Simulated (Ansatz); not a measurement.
Ta₅⁻. The state is a singlet with charge -1. Geometry r2SCAN-D4/def2-SVPD, basis def2-TZVPD, Ansatz.

```xyz
5

Ta   -1.312   -0.143   -0.921
Ta    0.022    1.061    1.211
Ta    0.692    1.352   -1.197
Ta   -0.692   -1.352    1.197
Ta    1.291   -0.918   -0.290
```

```
run  HOMO (eV)  LUMO (eV)
  A       0.44       0.72
  B       0.27       0.53
  C       0.40       0.81
  D       0.42       0.60
  E      -0.09       1.28
```

In the def2 sets Ta takes a core potential; there is no spin–orbit coupling. No other spin state of charge -1 was run. The structure comes from a short search, and lower isomers may exist.

**Question.** The runs used B97M-V, LDA (SPW92), PBE, PBE0, r2SCAN. Estimate which is which.

**Answer.** A PBE (0 % exact exchange); B LDA (SPW92) (0 % exact exchange); C r2SCAN (0 % exact exchange); D B97M-V (0 % exact exchange); E PBE0 (25 % exact exchange). Exact exchange lowers occupied and raises empty levels; among semilocal functionals meta-GGAs tend to open the gap a little, and such runs are hard to tell apart. The gap grows from 0.18 eV (B97M-V) to 1.36 eV (PBE0). The restricted singlet is unstable towards broken spin symmetry in Hartree–Fock (as tested in another run); at PBE-D4/def2-TZVPD, LDA (SPW92)/def2-TZVPD, r2SCAN-D4/def2-TZVPD, B97M-V/def2-TZVPD and others this wasn't settled. At PBE-D4/def2-TZVPD, LDA (SPW92)/def2-TZVPD, r2SCAN-D4/def2-TZVPD, B97M-V/def2-TZVPD the highest occupied level of the charge -1 singlet lies above zero (up to 0.44 eV). The electron is either unbound and held by the finite basis, or the level is raised by self-interaction error.
